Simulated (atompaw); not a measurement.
An all-electron radial function and its pseudo partner (Mn (Z = 25))

Columns: radius, all-electron u(r) and pseudo u(r) of the 4p shell (level -1.35 eV) of manganese in the configuration [Ar] 3d5 4s2 4p0; PBEsol, scalar-relativistic, PAW (atompaw) scheme, atompaw 4.2.0.5.

| r (bohr) | all-electron | pseudo |
| --- | --- | --- |
| 0.098 | 0.0894 | 0.0012 |
| 0.196 | 0.0901 | 0.0047 |
| 0.294 | 0.0109 | 0.0105 |
| 0.392 | -0.0776 | 0.0186 |
| 0.490 | -0.1420 | 0.0288 |
| 0.588 | -0.1746 | 0.0410 |
| 0.687 | -0.1783 | 0.0554 |
| 0.785 | -0.1603 | 0.0714 |
| 0.883 | -0.1276 | 0.0891 |
| 0.981 | -0.0860 | 0.1082 |
| 1.079 | -0.0397 | 0.1285 |
| 1.177 | 0.0084 | 0.1500 |
| 1.275 | 0.0562 | 0.1723 |
| 1.373 | 0.1026 | 0.1953 |
| 1.471 | 0.1466 | 0.2188 |
| 1.569 | 0.1879 | 0.2424 |
| 1.667 | 0.2262 | 0.2660 |
| 1.765 | 0.2614 | 0.2895 |
| 1.863 | 0.2936 | 0.3125 |
| 1.962 | 0.3232 | 0.3350 |
| 2.060 | 0.3496 | 0.3565 |
| 2.158 | 0.3733 | 0.3769 |
| 2.256 | 0.3945 | 0.3960 |
| 2.354 | 0.4131 | 0.4136 |
| 2.452 | 0.4295 | 0.4296 |
| 2.550 | 0.4437 | 0.4437 |

(1) How many radial nodes do the two functions have?

(2) Is the pseudo-wave norm-conserving?

## Answers

(1) The all-electron 4p function has n − l − 1 = 2; the pseudo-wave has 0, since the states of the same l below it are removed with the core.

(2) No, it belongs to a PAW set: the norm inside the radius is not constrained, and the difference is carried by the augmentation charge.
